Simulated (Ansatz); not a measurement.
C$_{2}$H$_{7}$BO, SMILES `BOCC`. Total charge 0; spin multiplicity 1.

```xyz
11

B     0.624   -1.105   -1.505
O     0.843   -0.108   -0.638
C     0.232   -0.071    0.645
C    -0.700    1.110    0.745
H     1.178   -1.036   -2.564
H    -0.101   -2.019   -1.208
H    -0.300   -1.012    0.825
H     1.038    0.012    1.380
H    -0.168    2.040    0.536
H    -1.523    1.017    0.032
H    -1.123    1.172    1.750
```

**Question.** What are the harmonic wavenumbers in cm⁻¹ at PBE0-D4/def2-TZVP (Ansatz, finite differences of forces, unscaled)? (Estimate.)

**Answer.** Computed: 71, 241, 341, 412, 493, 814, 857, 1005, 1040, 1056, 1127, 1185, 1225, 1310, 1379, 1406, 1441, 1477, 1489, 1512, 2539, 2646, 3042, 3055, 3090, 3134, 3141.

**Question.** Is this a minimum?

**Answer.** Yes, all 27 modes are real.

**Question.** Give the ideal-gas thermochemistry at 298.15 K and 1 bar (rigid rotor, harmonic oscillator; point group C1, symmetry number 1).

**Answer.** Zero-point energy 242.4 kJ/mol; H(298) − E = 259.0 kJ/mol; entropy 300.0 J/(mol·K), of which translation 159.5, rotation 100.5, vibration 40.0; G(298) − E = 169.5 kJ/mol. Modes under 100 cm⁻¹ are hindered rotations or soft bends, so the harmonic entropy is rough.

**Question.** And at 400, 500, 600, 800 and 1000 K?

**Answer.** 
| T (K) | H − E (kJ/mol) | S (J/mol/K) | G − E (kJ/mol) |
| --- | --- | --- | --- |
| 400 | 268.4 | 327.0 | 137.6 |
| 500 | 279.7 | 352.2 | 103.6 |
| 600 | 292.8 | 376.1 | 67.2 |
| 800 | 323.6 | 420.1 | -12.5 |
| 1000 | 359.0 | 459.5 | -100.5 |
